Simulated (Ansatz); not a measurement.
Reaction (SMILES): F[C]F (closed-shell singlet) → C atom + 2 F atom
B3LYP-D3(BJ)/def2-TZVP geometries, fixed; electronic energies without zero-point terms.

The atomisation energy at CCSD(T) with Ansatz (a program for electronic structure), in kcal/mol, split into its Hartree-Fock and correlation parts. Cores are frozen. A restricted Hartree-Fock determinant is unstable towards unrestricted orbitals. Open shells are unrestricted. No added dispersion term, no relativity. Functions are those of the species that has most.

| basis | X | functions | Hartree-Fock | CCSD(T) |
|---|---|---|---|---|
| cc-pVDZ | 2 | 42 | 147.87 | 230.81 |
| cc-pVTZ | 3 | 90 | 157.90 | 249.53 |
| cc-pVQZ | 4 | 165 | 158.54 | 254.51 |

Worked estimate of the basis-set limit from each neighbouring pair, with Hartree-Fock from the larger set and the correlation part extrapolated as X^-3.
Correlation parts: X = 2: 82.94, X = 3: 91.63, X = 4: 95.97.
- (2,3): (27·(91.63) - 8·(82.94))/19 = 95.29; with Hartree-Fock 157.90 the estimate is 253.19 kcal/mol.
- (3,4): (64·(95.97) - 27·(91.63))/37 = 99.14; with Hartree-Fock 158.54 the estimate is 257.68 kcal/mol.
The last two estimates differ by 4.49 kcal/mol; the largest set lies 3.17 from the last. Over the last step Hartree-Fock moves by 0.64 and the correlation part by 4.34.
